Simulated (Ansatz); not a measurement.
ClFH3OSi2, SMILES `F[Si](Cl)O[SiH3]` radical, relaxed with UKS PBE0-D4/def2-TZVP in Ansatz from a PBE-D4/def2-SVP geometry. The force threshold is 0.005 eV/Å; the program also tests the step.

The species carries charge 0 and has multiplicity 2.

Start:

```xyz
8

F    -1.212   -2.003   -0.107
Si   -0.513   -1.147   -1.321
Cl   -2.015   -0.507   -2.613
O     0.221    0.175   -0.649
Si    0.759    0.742    0.853
H     1.512   -0.342    1.573
H    -0.417    1.177    1.679
H     1.664    1.905    0.585
```

| step | energy (eV) | largest force (eV/Å) | largest move (Å) |
| --- | --- | --- | --- |
| 1 | -33082.3811 | 1.280 | 0.000 |
| 2 | -33082.4581 | 0.760 | 0.044 |
| 3 | -33082.4852 | 0.076 | 0.025 |
| 4 | -33082.4860 | 0.069 | 0.008 |
| 5 | -33082.4871 | 0.099 | 0.024 |
| 6 | -33082.4877 | 0.129 | 0.041 |
| 7 | -33082.4908 | 0.079 | 0.060 |
| 8 | -33082.4913 | 0.047 | 0.043 |
| 9 | -33082.4916 | 0.031 | 0.014 |
| 10 | -33082.4917 | 0.022 | 0.012 |
| 11 | -33082.4917 | 0.001 | 0.004 |

End:

```xyz
8

F    -1.267   -2.078   -0.233
Si   -0.525   -1.152   -1.298
Cl   -1.942   -0.426   -2.585
O     0.178    0.072   -0.526
Si    0.760    0.746    0.862
H     1.562   -0.258    1.603
H    -0.376    1.202    1.698
H     1.610    1.896    0.479
```

It took 29 s on 4 threads of an Intel Xeon 6975P-C on a shared host, with 0.75 GiB of host memory at the peak.
